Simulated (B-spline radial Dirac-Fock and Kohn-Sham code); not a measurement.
## EELS cross sections of the Pr O1 (5s) edge

System: neutral praseodymium, configuration 1s2 2s2 2p6 3s2 3p6 3d10 4s2 4p6 4d10 4f3 5s2 5p6 6s2. Method: the first Born approximation with generalised oscillator strengths from a Dirac-Hartree-Slater potential (longitudinal and transverse terms; continuum final states only, so no white lines or fine structure). Computed with a radial finite-basis atomic code. The edge is taken at 42.69 eV (orbital energy of the model).

Input file task.json (cfg lists n, l and occupation; rrms is the nuclear radius in fm):

```json
{"items": [{
  "Z": 59,
  "q": 0,
  "cfg": [[1, 0, 2], [2, 0, 2], [2, 1, 6], [3, 0, 2], [3, 1, 6], [3, 2, 10], [4, 0, 2], [4, 1, 6], [4, 2, 10], [4, 3, 3], [5, 0, 2], [5, 1, 6], [6, 0, 2]],
  "A": 141,
  "rrms": 4.8919,
  "do": "eels",
  "beams": [[60, 50], [80, 20], [80, 100], [100, 5], [100, 20], [120, 5], [120, 50], [120, 100], [200, 10], [200, 50], [200, 100], [300, 5], [300, 20], [300, 50]]
}]}
```

Command: `python xray2_run.py task.json out`

Partial cross sections σ(β, Δ) in barn, integrated over a window Δ above the edge and up to the collection semi-angle β, for parallel illumination:

| E₀ (kV) | β (mrad) | Δ = 25 eV | Δ = 50 eV | Δ = 100 eV | Δ = 200 eV | Δ = 300 eV |
| --- | --- | --- | --- | --- | --- | --- |
| 60 | 50 | ? | ? | ? | ? | ? |
| 80 | 20 | 19400 | 25500 | 29100 | 31100 | 31700 |
| 80 | 100 | 26800 | 39800 | 52400 | 61000 | 64300 |
| 100 | 5 | 2960 | 4520 | 6080 | 7050 | 7330 |
| 100 | 20 | 18400 | 24800 | 28500 | 30300 | 31000 |
| 120 | 5 | 2910 | 4380 | 5860 | 6790 | 7070 |
| 120 | 50 | 19800 | 29400 | 38700 | 45000 | 47100 |
| 120 | 100 | 19800 | 29400 | 38700 | 45100 | 47600 |
| 200 | 10 | 8170 | 10600 | 12400 | 13500 | 13800 |
| 200 | 50 | 14200 | 21100 | 27900 | 32500 | 34200 |
| 200 | 100 | 14200 | 21100 | 27900 | 32500 | 34300 |
| 300 | 5 | 3430 | 4680 | 5860 | 6670 | 6930 |
| 300 | 20 | 11400 | 17000 | 22100 | 24600 | 25100 |
| 300 | 50 | 11400 | 17000 | 22500 | 26300 | 27700 |

Q: Give the row for 60 kV and 50 mrad.

A: 33800 b for 25 eV, 50000 b for 50 eV, 64900 b for 100 eV, 71900 b for 200 eV, 73300 b for 300 eV.
